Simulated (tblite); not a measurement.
Isomers of C7H14N2Si. Method: GFN2-xTB as coded in tblite; computed harmonic values from a numerical Hessian at the method's own geometry, unscaled. This tight-binding method is rough: wavenumbers can miss measured ones by several per cent, in bad cases by 10 to 20. Modes of hydrogen on silicon can be 10 to 20 % off. One conformer each.

Electronic energies: GFN2-xTB at the same geometries; isomer energies are rough at this level and their order can be wrong.

| SMILES | electronic energy, lowest = 0 (kcal/mol) |
| --- | --- |
| [H]/N=C\C=C1\CNCC[SiH2]C1 | 64.4 |
| C#C[C@@H]1CN[SiH2]N1CCC | 36.5 |
| Cc1cc(C)n([SiH](C)C)n1 | 14.8 |
| C#C[Si@@H]1NC[C@@H](C(C)C)N1 | 44.6 |
| CCc1c(C)nn([SiH3])c1C | 0.0 |

How do GFN2-xTB zero-point energies change the relative energies?

| SMILES | ZPE (kcal/mol) | of it from modes above 1550 cm⁻¹ | electronic (kcal/mol) | with ZPE, lowest = 0 (kcal/mol) | lowest mode (cm⁻¹) | rings |
| --- | --- | --- | --- | --- | --- | --- |
| CCc1c(C)nn([SiH3])c1C | 121.3 | 59.5 | 0.0 | 0.0 | 41 | 1 |
| Cc1cc(C)n([SiH](C)C)n1 | 122.7 | 62.0 | 14.8 | 16.2 | 11i | 1 |
| C#C[C@@H]1CN[SiH2]N1CCC | 122.9 | 61.6 | 36.5 | 38.1 | 43 | 1 |
| C#C[Si@@H]1NC[C@@H](C(C)C)N1 | 124.4 | 63.6 | 44.6 | 47.7 | 42 | 1 |
| [H]/N=C\C=C1\CNCC[SiH2]C1 | 123.7 | 63.2 | 64.4 | 66.7 | 33 | 1 |

The zero-point energies span 3.1 kcal/mol, from `CCc1c(C)nn([SiH3])c1C` to `C#C[Si@@H]1NC[C@@H](C(C)C)N1`. Slightly imaginary modes are left out of the zero-point energy: `Cc1cc(C)n([SiH](C)C)n1` 11.0i cm⁻¹. The order is unchanged.

What do entropy and thermal enthalpy add at 298.15 K and 1 bar (rigid rotor, harmonic oscillator, one conformer each)?

| SMILES | point group | symmetry number | S (cal/(mol K)) | H − H(0) (kcal/mol) | ZPE + H − H(0) − TS (kcal/mol) |
| --- | --- | --- | --- | --- | --- |
| CCc1c(C)nn([SiH3])c1C | C1 | 1 | 113.9 | 8.80 | 96.2 |
| C#C[C@@H]1CN[SiH2]N1CCC | C1 | 1 | 109.5 | 8.33 | 98.6 |
| C#C[Si@@H]1NC[C@@H](C(C)C)N1 | C1 | 1 | 109.7 | 8.47 | 100.2 |
| [H]/N=C\C=C1\CNCC[SiH2]C1 | C1 | 1 | 105.0 | 7.69 | 100.1 |

Not tabulated: `Cc1cc(C)n([SiH](C)C)n1` (lowest mode only 11i cm⁻¹).
